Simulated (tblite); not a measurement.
Compound: C8H11OP.
Cartesian coordinates in Å at the GFN2-xTB level; atoms count from 1:
```
atom  x, y, z in Å
C1     3.3813    0.6549   -0.0389
C2     2.3584   -0.1128   -0.8345
O3     2.3124   -0.0959   -2.0407
C4     1.3638   -0.8637   -0.0026
P5     0.0785    0.3796    0.6050
C6    -1.1472   -0.8146    1.2080
C7    -2.4372   -0.6955    0.9262
C8    -2.9968    0.3695    0.0302
C9    -2.0624    0.7054   -1.0948
C10   -0.7424    0.7083   -0.9768
H11    3.9545    1.3097   -0.6896
H12    2.8781    1.2386    0.7306
H13    4.0571   -0.0443    0.4500
H14    1.8285   -1.2939    0.8864
H15    0.8602   -1.6333   -0.5908
H16   -0.7787   -1.5933    1.8626
H17   -3.1538   -1.4001    1.3281
H18   -3.1816    1.2736    0.6230
H19   -3.9597    0.0476   -0.3717
H20   -2.5274    0.9298   -2.0455
H21   -0.0946    0.9474   -1.8090
```

Level: GFN2-xTB in tblite, geometry and Hessian alike; calculated harmonic values, unscaled, isolated species. The method is semi-empirical: single wavenumbers can be off by several per cent or more. One conformer, not necessarily the lowest.

Harmonic wavenumbers (cm⁻¹): 37.1, 51.4, 70.1, 112.9, 116.7, 176.5, 196.0, 355.6, 362.1, 382.9, 415.9, 494.4, 506.8, 541.6, 668.5, 690.5, 704.4, 713.3, 756.7, 794.6, 842.6, 876.7, 890.0, 892.3, 920.5, 964.2, 975.8, 988.5, 1038.8, 1084.7, 1137.9, 1143.4, 1165.4, 1170.6, 1193.0, 1283.0, 1309.1, 1320.0, 1364.8, 1409.6, 1447.7, 1449.5, 1458.6, 1645.6, 1681.5, 1754.7, 2904.2, 2962.6, 2971.3, 2982.9, 3012.1, 3023.7, 3035.2, 3046.0, 3050.5, 3056.8, 3059.5.

A = 2630, B = 699.8, C = 619.6 MHz; mass 154.055 u (most abundant isotopes); point group C1, symmetry number 1.

Problem. What is the zero-point energy?

Solution. ½Σν̃ = 36331 cm⁻¹ = 434.61 kJ/mol.

Problem. Give the ideal-gas entropy at 298.15 K and 1 bar in the rigid-rotor, harmonic-oscillator model (classical rotation).

Solution. Translation 171.68, rotation 125.62, vibration 144.88: S = 442.2 J/(mol K).

Problem. And Cp and H(298.15 K) − H(0)?

Solution. Cp = 178.16 J/(mol K), of which vibrations give 144.90 (their classical limit is 57 R = 473.9); H(298.15 K) − H(0) = 31.72 kJ/mol without the zero-point energy, 21.80 from vibrations.

Problem. Which modes carry the vibrational entropy at 298.15 K?

Solution. 37.1 cm⁻¹: 22.63; 51.4 cm⁻¹: 19.93; 70.1 cm⁻¹: 17.37; 112.9 cm⁻¹: 13.47; 116.7 cm⁻¹: 13.20; 176.5 cm⁻¹: 9.90 J/(mol K); the other 51 give 48.40 together.

Problem. How do the functions run with temperature in this model?

Solution. 
```csv
T (K),S (J/(mol K)),Cp (J/(mol K)),H − H(0) (kJ/mol),G − H(0) (kJ/mol),ln q(vib)
50,258.8,63.3,2.33,-10.61,0.91
100,309.9,85.1,6.07,-24.91,2.58
373.15,486.2,214.9,46.48,-134.94,10.84
500,556.7,267.5,77.21,-201.14,14.56
750,679.9,339.0,153.75,-356.15,21.67
1000,784.1,384.8,244.61,-539.50,28.29
```

q(vib) and H(0) count from the zero-point level.

Hindered rotation and anharmonicity are outside this model. Other conformers, if any are populated, would add a mixing term that is left out. The structure is chiral; the term R ln 2 for an equal mix with its mirror image is left out.
